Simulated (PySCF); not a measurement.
CH₆N₂Si₂, SMILES [Si@H]1([SiH2]N=C1)N.

Geometry optimised at B3LYP-D3(BJ)/def2-SVP. The structure was generated by enumeration; whether it is a known compound was not checked. The values are those of a single conformer.

Computed with TDDFT-PBE0/def2-SVPD run with PySCF.

Vertical excitations. Isolated molecule, no solvent.

Computed excitation energies, oscillator strengths and character:
| state | energy (eV) | λ (nm) | f | main pairs |
|---|---|---|---|---|
| S1 | 3.57 | 348 | 0.000 | HOMO→LUMO 96 % |
| S2 | 4.68 | 265 | 0.003 | HOMO−1→LUMO 97 % |
| S3 | 5.19 | 239 | 0.015 | HOMO→LUMO+1 97 % |
| S4 | 5.42 | 229 | 0.002 | HOMO→LUMO+2 96 % |
| S5 | 5.92 | 209 | 0.023 | HOMO−1→LUMO+1 86 % |
| S6 | 6.09 | 204 | 0.009 | HOMO→LUMO+3 73 %, HOMO→LUMO+4 12 % |
| S7 | 6.16 | 201 | 0.037 | HOMO−1→LUMO+2 69 %, HOMO−2→LUMO 23 % |
| S8 | 6.32 | 196 | 0.010 | HOMO−2→LUMO 59 %, HOMO−1→LUMO+2 18 %, HOMO→LUMO+4 16 % |
| S9 | 6.37 | 195 | 0.015 | HOMO→LUMO+4 70 %, HOMO→LUMO+3 13 %, HOMO−2→LUMO 11 % |
| S10 | 6.71 | 185 | 0.012 | HOMO→LUMO+5 56 %, HOMO−1→LUMO+3 27 % |
| T1 | 2.80 | 442 | 0 | HOMO→LUMO 94 % |
| T2 | 4.34 | 286 | 0 | HOMO−1→LUMO 93 % |
| T3 | 4.71 | 263 | 0 | HOMO−3→LUMO 71 % |
| T4 | 4.98 | 249 | 0 | HOMO→LUMO+1 92 % |
Triplets are in the Tamm–Dancoff approximation, which puts them higher than full response would, so one can lie above its singlet here.
